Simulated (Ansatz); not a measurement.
Stepwise reaction of `N[SiH2][S][GeH2][NH2]` with hydrogen, as a gas-phase model of exchange steps in deposition or etching. ΔE in kJ/mol.

Computed with Ansatz on PBE0-D4/def2-TZVP structures; ΔE is electronic, products minus reactants. CCSD(T)/CBS adds triple-zeta CCSD(T) − MP2 to the extrapolated MP2 energy (def2 sets, frozen cores). This one scheme is used for every species. Functionals use def2-TZVPP. B3LYP here is the variant with VWN-RPA as its local correlation; programs differ in this. For Ge outer-core shells are correlated without core-valence functions, which leaves a few kJ/mol of doubt a bond. Scalar relativity is left out up to krypton. Each species was taken in one conformer, which may not be the lowest.

```
step                                                 reaction  PBE-D4  B3LYP-D4  ωB97M-V  CCSD(T)/CBS
   1  `N[SiH2][S][GeH2][NH2]` + H₂ → `N[SiH2][S][GeH3]` + NH₃    -3.4      -3.2     -4.0         -4.7
   2        `N[SiH2][S][GeH3]` + H₂ → `[SiH3][S][GeH3]` + NH₃    32.7      34.8     35.8         35.5
```

(1) By hand: ΔE of the 2 steps together at CCSD(T)/CBS.

Answers

(1) (-4.7) + (35.5) = 30.8 kJ/mol, or 15.4 kJ/mol a step.

In ΔE each step is higher than the one before. PBE-D4 differs from CCSD(T)/CBS by -2.8 to 1.3 kJ/mol a step. Isolated molecules leave out the surface, adducts and barriers. Largest T1 diagnostic: 0.011.
